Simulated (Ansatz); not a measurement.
Relaxation of CH₈GeN₂OSi (14 atoms, charge 0, multiplicity 1), to a largest force component of 0.015 eV/Å in at most 40 steps.

Computed with RKS PBE-D4/def2-SVP in Ansatz.

```xyz
14
Properties=species:S:1:pos:R:3:forces:R:3
N -1.814 -0.650 -1.095 -1.57 0.69 -0.18
Ge -0.964 -1.313 0.363 0.19 0.39 1.88
N 0.823 -1.541 -0.084 1.27 -0.33 -0.01
Si 0.986 -0.103 0.980 -1.96 -1.33 -0.50
C 1.167 1.456 -0.013 -0.14 1.00 -0.14
O 0.761 2.584 0.761 -1.56 0.56 0.23
H -1.731 -1.294 -1.879 -0.14 -0.32 -0.46
H -2.838 -0.570 -0.863 0.82 0.04 -0.50
H -1.486 -2.612 1.024 -0.19 -0.20 -0.05
H 0.978 -1.206 -1.028 0.39 -0.27 -0.88
H 1.550 -0.384 2.296 0.64 0.23 0.56
H 2.263 1.570 -0.216 -0.31 0.24 -0.36
H 0.549 1.439 -0.968 0.77 -0.54 0.33
H -0.257 2.594 0.753 1.78 -0.15 0.07
```

Task: Where does it end, and by what steps?

Result: It converged. After 30 steps the energy has fallen by 0.769 eV; H7 moved furthest, 1.59 Å.

```json
{"step": "0", "energy less start (eV)": "0.0000", "largest force component (eV/Å)": "1.956", "accepted": "yes"}
{"step": "2", "energy less start (eV)": "-0.5637", "largest force component (eV/Å)": "0.654", "accepted": "yes"}
{"step": "4", "energy less start (eV)": "-0.5546", "largest force component (eV/Å)": "1.044", "accepted": "no"}
{"step": "6", "energy less start (eV)": "-0.6689", "largest force component (eV/Å)": "0.249", "accepted": "yes"}
{"step": "8", "energy less start (eV)": "-0.6881", "largest force component (eV/Å)": "0.360", "accepted": "yes"}
{"step": "10", "energy less start (eV)": "-0.7013", "largest force component (eV/Å)": "0.201", "accepted": "yes"}
{"step": "12", "energy less start (eV)": "-0.7075", "largest force component (eV/Å)": "0.116", "accepted": "yes"}
{"step": "14", "energy less start (eV)": "-0.7111", "largest force component (eV/Å)": "0.358", "accepted": "yes"}
{"step": "16", "energy less start (eV)": "-0.7261", "largest force component (eV/Å)": "0.213", "accepted": "yes"}
{"step": "18", "energy less start (eV)": "-0.7467", "largest force component (eV/Å)": "0.228", "accepted": "yes"}
{"step": "20", "energy less start (eV)": "-0.7580", "largest force component (eV/Å)": "0.152", "accepted": "yes"}
{"step": "22", "energy less start (eV)": "-0.7627", "largest force component (eV/Å)": "0.354", "accepted": "yes"}
{"step": "24", "energy less start (eV)": "-0.7650", "largest force component (eV/Å)": "0.404", "accepted": "yes"}
{"step": "26", "energy less start (eV)": "-0.7631", "largest force component (eV/Å)": "0.132", "accepted": "no"}
{"step": "28", "energy less start (eV)": "-0.7693", "largest force component (eV/Å)": "0.036", "accepted": "yes"}
{"step": "30", "energy less start (eV)": "-0.7695", "largest force component (eV/Å)": "0.012", "accepted": "yes"}
```

```xyz
14
Properties=species:S:1:pos:R:3
N -2.064 -1.179 -1.265
Ge -0.933 -1.354 0.201
N 0.867 -1.442 -0.338
Si 0.947 -0.083 0.760
C 1.169 1.698 0.095
O 0.572 2.621 1.008
H -3.058 -1.201 -1.002
H -1.902 -0.319 -1.804
H -1.471 -2.594 0.974
H 1.496 -2.084 -0.827
H 1.714 -0.212 2.056
H 2.248 1.959 0.038
H 0.771 1.782 -0.947
H -0.370 2.377 1.080
```

Whether the end is a true minimum wasn't checked by a vibrational analysis.

The run took 2.1 min on 2 threads of Arm Neoverse V2, with other jobs on the host, peak memory 0.21 GiB.
